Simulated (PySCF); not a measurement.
H$_{3}$N, charge +1, doublet, geometry from GFN2-xTB (a state made from the parent by changing its charge; the spin is typed, not shown lowest).

PySCF was given this input:
```python
from pyscf import gto, scf

mol = gto.Mole()
mol.atom = '''
    N    -0.000000    0.000000    0.000000
    H    -0.619824   -0.819700   -0.028225
    H    -0.400389    0.946336    0.031974
    H     1.020213   -0.126636   -0.003749
'''
mol.basis = '6-31g*'
mol.charge = 1
mol.spin = 1
mol.verbose = 3
mol.build()

mf = scf.UHF(mol)
mf = mf.density_fit(auxbasis='def2-universal-jkfit')
mf.kernel()
```

Give the nuclear repulsion energy at the level DF-HF/6-31G* (PySCF).

11.7011 Eh

What HOMO energy does DF-HF/6-31G* give?

-25.04 eV

What is the computed number of basis functions (DF-HF/6-31G*)?

20

What is the computed <S^2> (DF-HF/6-31G*)?

0.761

Predict the Mulliken (on the basis functions themselves) charges in atom order from DF-HF/6-31G*.

N1 -0.57, H2 0.52, H3 0.52, H4 0.52

What total energy does DF-HF/6-31G* give?

-55.871652 Ha

These values belong to the state on which the SCF converged, which isn't shown to be the lowest.
